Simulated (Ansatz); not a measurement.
Molecular dynamics of ClF$_{2}$GeH$_{3}$S

The input (input.yaml):

```yaml
crystal:
  periodic: [false, false, false]
  atoms:
    - { symbol: Ge, position_ang: [-0.298571, -0.000237, -0.117735] }
    - { symbol: Cl, position_ang: [-0.11382, 0.575267, 2.370498] }
    - { symbol: H, position_ang: [0.911669, -0.901374, 0.110196] }
    - { symbol: F, position_ang: [-0.097016, 1.668581, -0.512251] }
    - { symbol: F, position_ang: [-0.828754, -0.603273, -1.678818] }
    - { symbol: S, position_ang: [-2.564126, -0.23807, 0.72667] }
    - { symbol: H, position_ang: [-2.431053, -1.561698, 0.989143] }
    - { symbol: H, position_ang: [-1.75103, 0.188003, 1.927798] }
basis:
  gaussian: { orbitals: def2-SVP }
hamiltonian:
  xc: b3lyp
  dispersion: d4
md:
  timestep: 0.5
  n_steps: 200
  ensemble: nve
  temperature: 100.0
  initial_velocities: maxwell_boltzmann
  seed: 6388
```

Run as:

```bash
$ ansatz run input.yaml --threads 4 --pin off --max-ram 5120MiB --backend cpu --events-out ev --progress --plain --runs-dir out
```

It starts at the highest image of a converged band. Of that band: Beside the main top the profile has a ripple of under 15 meV (maxima at images 4, 8), which may be a very shallow well or noise. A structure lower than the last end lies on the path between it and the top, so the climb from that side starts below the end, which may itself be a saddle point or a shallow side well. A vibrational analysis at the climbing image gives one clearly imaginary mode, 477i cm⁻¹: a first-order saddle point.

Output, in part (step lines, the closing report, with atoms numbered from 0):

```
md step     0: t =     0.00 fs  T =   100.0 K  F+E_penalty+E_count = -85344.31580251 eV  E_kin = 0.077556 eV  conserved = -85344.23824651 eV  (27 SCF iters)
md step     1: t =     0.50 fs  T =    99.8 K  F+E_penalty+E_count = -85344.31563740 eV  E_kin = 0.077392 eV  conserved = -85344.23824490 eV  (25 SCF iters)
md step     2: t =     1.00 fs  T =    99.0 K  F+E_penalty+E_count = -85344.31499132 eV  E_kin = 0.076750 eV  conserved = -85344.23824122 eV  (25 SCF iters)
md step     3: t =     1.50 fs  T =    97.6 K  F+E_penalty+E_count = -85344.31392793 eV  E_kin = 0.075693 eV  conserved = -85344.23823526 eV  (25 SCF iters)
md step     4: t =     2.00 fs  T =    95.8 K  F+E_penalty+E_count = -85344.31253936 eV  E_kin = 0.074310 eV  conserved = -85344.23822897 eV  (26 SCF iters)
md step     5: t =     2.50 fs  T =    93.7 K  F+E_penalty+E_count = -85344.31092364 eV  E_kin = 0.072700 eV  conserved = -85344.23822362 eV  (26 SCF iters)
md step     6: t =     3.00 fs  T =    91.5 K  F+E_penalty+E_count = -85344.30916448 eV  E_kin = 0.070944 eV  conserved = -85344.23822027 eV  (25 SCF iters)
md step     7: t =     3.50 fs  T =    89.1 K  F+E_penalty+E_count = -85344.30731465 eV  E_kin = 0.069095 eV  conserved = -85344.23821940 eV  (25 SCF iters)
[... lines left out ...]
Total energy: -85345.02825027 eV, -3136.3719392595 hartree
Atom 0 at    -0.549325    -0.065195    -0.401533 Å, force     1.041413    -0.220447     1.601963 eV/Å
Atom 1 at     0.205086     0.831857     3.143925 Å, force    -0.596553    -0.311324    -0.061367 eV/Å
Atom 2 at     0.665220    -0.700852     0.296842 Å, force    -0.219443    -0.195536    -0.008503 eV/Å
Atom 3 at    -0.099593     1.597355    -0.327309 Å, force    -0.241128     0.450573    -0.528061 eV/Å
Atom 4 at    -0.535102    -0.760471    -1.964121 Å, force    -0.325069     0.021055    -0.912888 eV/Å
Atom 5 at    -2.523441    -0.256752     0.571064 Å, force    -0.164955     0.038891    -0.172074 eV/Å
Atom 6 at    -2.903944    -1.247566    -0.269935 Å, force    -0.028417    -0.044799     0.039724 eV/Å
Atom 7 at    -0.959578     0.229292     3.089224 Å, force     0.534151     0.261587     0.041206 eV/Å
Dipole moment:    -0.355807    -0.455728     0.152157 e Å
```

The steps, from the saved trajectory:

| time (fs) | T (K) | potential energy less start (eV) | conserved less start (meV/atom) |
| --- | --- | --- | --- |
| 0 | 100 | 0.000 | 0.00 |
| 3 | 91 | 0.007 | 0.00 |
| 6 | 75 | 0.019 | 0.00 |
| 9 | 54 | 0.036 | 0.01 |
| 12 | 44 | 0.043 | 0.00 |
| 15 | 44 | 0.044 | 0.01 |
| 18 | 54 | 0.036 | 0.00 |
| 21 | 64 | 0.028 | 0.00 |
| 24 | 75 | 0.019 | 0.00 |
| 27 | 91 | 0.007 | 0.01 |
| 30 | 127 | -0.021 | 0.00 |
| 33 | 163 | -0.049 | -0.01 |
| 36 | 197 | -0.075 | 0.02 |
| 39 | 307 | -0.161 | -0.03 |
| 42 | 345 | -0.190 | 0.00 |
| 45 | 418 | -0.247 | 0.01 |
| 48 | 515 | -0.322 | -0.04 |
| 51 | 566 | -0.362 | 0.01 |
| 54 | 684 | -0.453 | -0.03 |
| 57 | 747 | -0.502 | 0.02 |
| 60 | 887 | -0.611 | -0.07 |
| 63 | 933 | -0.646 | 0.01 |
| 66 | 1017 | -0.712 | -0.03 |
| 69 | 1026 | -0.718 | 0.01 |
| 72 | 1069 | -0.752 | -0.05 |
| 75 | 1057 | -0.742 | -0.02 |
| 78 | 1052 | -0.739 | -0.01 |
| 81 | 1054 | -0.740 | -0.01 |
| 84 | 1057 | -0.742 | -0.02 |
| 87 | 1078 | -0.759 | -0.06 |
| 90 | 1036 | -0.726 | 0.01 |
| 93 | 1054 | -0.740 | -0.04 |
| 96 | 998 | -0.697 | 0.03 |
| 99 | 1029 | -0.721 | -0.08 |

The run went to its last step. The conserved energy stayed within 0.078 meV per atom of its start (net change -0.055 meV per atom), so the integration is sound. The kinetic energy rose, since the run started high on the potential surface and went downhill. It ends in pieces (ClH + F2GeH2S), so much of that is their flight and rotation, not heat. A run of 0.1 ps of so small a system gives no equilibrium averages. The orbitals stay closed-shell, which can raise the energy where a bond breaks towards radicals; this wasn't checked here.

Between its relaxed ends the band would form Ge1–S6, Cl2–H8 and break Ge1–Cl2, S6–H8. These pairs go: Ge1–S6 2.43 → 2.21 Å, Cl2–H8 1.74 → 1.31 Å, Ge1–Cl2 2.56 → 3.73 Å, S6–H8 1.51 → 3.00 Å. In the last frame they stand as after the step (other bonds may differ from the relaxed reactants and products). It ends as ClH + F2GeH2S. Pairs count as bonded within 1.25 times the sum of covalent radii (0.12 Å more for H–H).

Last frame:

```xyz
8
Properties=species:S:1:pos:R:3
Ge -0.549 -0.065 -0.402
Cl 0.205 0.832 3.144
H 0.665 -0.701 0.297
F -0.100 1.597 -0.327
F -0.535 -0.760 -1.964
S -2.523 -0.257 0.571
H -2.904 -1.248 -0.270
H -0.960 0.229 3.089
```

The run took 2.6 min on 4 threads of AMD EPYC 9R45 96-Core Processor (Zen 5), on a shared host, peak memory 0.3 GiB.
